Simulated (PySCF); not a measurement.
**C₆ coefficients of unlike pairs at PBE0**

Calculated with PySCF 2.14 from the dipole response of each species, C₆(A,B) = (3/π) ∫ α_A(iu) α_B(iu) du, in atomic units, from isotropic polarisabilities. For ions this is the dispersion term alone; charge-induced terms of lower order in 1/R come first.

| species | configuration | basis | relativity | α (bohr³) | C₆ (like pair) |
| --- | --- | --- | --- | --- | --- |
| Se⁺ | [Ar] 3d10 4s2 4p3 (4S) | def2-QZVPPD (12s8p5d4f1g) | none | 14.31 | 88.82 |
| As³⁺ | [Ar] 3d10 4s2 (1S) | aug-cc-pVQZ-PP with one added diffuse shell each of s, p, d, f, g type with ECP10MDF (8s7p6d4f3g) | core potential | 7.001 | 21.36 |
| Xe | [Xe] (1S) | aug-cc-pVQZ-PP with one added diffuse shell each of s, p, d, f, g type with ECP28MDF (8s8p6d4f3g) | core potential | 27.87 | 293.6 |
| I³⁺ | [Kr] 4d10 5s2 5p2 (3P) | aug-cc-pwCVTZ-DK3 (10s9p7d4f1g) | spin-free X2C | 10.14 | 57.88 |

(1) Estimate C₆ for I³⁺ with Se⁺.

No spin-orbit coupling is included.

The other pairs:

```tsv
pair	C₆
I³⁺, Xe	127.8
I³⁺, As³⁺	34.83
Xe, As³⁺	79.02
Xe, Se⁺	161.2
As³⁺, Se⁺	43.54
```

Answers

(1) The integral gives 70.89. The combination rule 2 C_A C_B / (C_A α_B/α_A + C_B α_A/α_B) gives 71.09 and the geometric mean 71.70.
